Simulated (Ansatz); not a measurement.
Consider the redistribution: `C[O][GeH]([CH3])[SH]` + `[KH]` → `C[O][GeH2][CH3]` + `[SH][K]`.

Computed with Ansatz on PBE0-D4/def2-TZVP structures; ΔE is electronic, products minus reactants. CCSD(T)/CBS adds triple-zeta CCSD(T) − MP2 to the extrapolated MP2 energy (def2 sets, frozen cores). Functionals use def2-TZVPP. B3LYP here is the variant with VWN-RPA as its local correlation; programs differ in this. For Ge, K outer-core shells are correlated without core-valence functions, which leaves a few kJ/mol of doubt a bond. Scalar relativity is left out up to krypton. One conformer a species, not always the lowest.

```tsv
level	ΔE (kJ/mol)	difference from CCSD(T)/CBS
B3LYP-D4	-113.0	16.9
ωB97M-V	-115.6	14.3
PBE	-114.5	15.4
PBE0	-122.0	7.9
B3LYP	-126.7	3.2
SCS-MP2/def2-TZVPP	-127.4	2.5
CCSD(T)/def2-TZVPP	-121.0	8.9
HF/def2-QZVPP	-140.3	-10.4
MP2/CBS(def2)	-134.8	-4.9
CCSD/CBS(def2)	-134.2	-4.3
CCSD(T)/CBS	-129.9	0
```

Largest T1 diagnostic among the species: 0.017.

The D4 term adds +13.7 kJ/mol with B3LYP and +7.6 kJ/mol with PBE0; it sums over pairs of atoms, weighted by their polarisabilities, and B3LYP, whose exchange is more repulsive, gets the larger term. From PBE to PBE0 (25 % exact exchange), in def2-TZVPP and without D4, ΔE moves by −7.5 kJ/mol.
